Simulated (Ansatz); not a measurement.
`F/C=N\B[SiH3]`. Charge 0, multiplicity 1.

```xyz
10

F    -1.080    2.533    1.361
C    -0.239    1.515    1.578
N     0.275    0.885    0.660
B     0.790    0.181   -0.382
Si   -0.192   -1.431   -1.102
H    -0.089    1.347    2.642
H     1.836    0.540   -0.843
H    -0.510   -1.231   -2.544
H    -1.462   -1.699   -0.373
H     0.672   -2.641   -0.998
```

List the harmonic frequencies (cm⁻¹, unscaled) at PBE0-D4/def2-TZVP in Ansatz. (An estimate is asked.)

Computed: 65, 87, 130, 225, 369, 486, 525, 636, 687, 792, 886, 934, 937, 944, 986, 1094, 1234, 1398, 1968, 2206, 2210, 2217, 2600, 3175.

Is this a minimum?

Yes, all 24 modes are real.

Give the ideal-gas thermochemistry at 298.15 K and 1 bar (rigid rotor, harmonic oscillator; point group C1, symmetry number 1).

Zero-point energy 160.3 kJ/mol; H(298) − E = 181.1 kJ/mol; entropy 348.2 J/(mol·K), of which translation 164.8, rotation 112.6, vibration 70.8; G(298) − E = 77.3 kJ/mol. Modes under 100 cm⁻¹ are hindered rotations or soft bends, so the harmonic entropy is rough.

Rotational constants (cm⁻¹)?

0.4168, 0.04929, 0.0469.
